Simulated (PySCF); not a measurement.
```xyz
4
charge 0 multiplicity 4, angstrom
Ni    0.0000    0.0000   -0.4695
Cl    0.0000    0.0000    1.7912
Cl    2.1476    0.0000   -0.5065
Cl   -2.1476    0.0000   -0.5065
```

All numbers come from PySCF, UPBE0, basis Ni def2-SVP, Cl def2-SVP (no relativity, density fitting).

This geometry of NiCl3 is a stationary point at this level.

Problem. What is the point group?

Solution. C2v.

Problem. Is it a minimum?

Solution. No: it has 1 imaginary mode, at 154i cm⁻¹ (b2).

Problem. Which band is strongest in the infrared?

Solution. 58 cm⁻¹ (b1), 13 km/mol.

Problem. Give the atomic charges and bond orders.

Solution. 
```
 atom  Mulliken  Löwdin  polar tensor  spin (Mulliken)  Mayer order to Ni1
  Ni1      0.57    0.21          0.31             1.68                   –
  Cl2     -0.07    0.04          0.24             0.70                0.59
Cl3,4     -0.25   -0.12         -0.27             0.31                0.90
```

Only a few start shapes were tried, so a lower isomer may exist. With open d or f shells other occupations or spin states may lie lower. At this level a quartet minimum of Cs symmetry lies 44 kJ/mol below this structure.
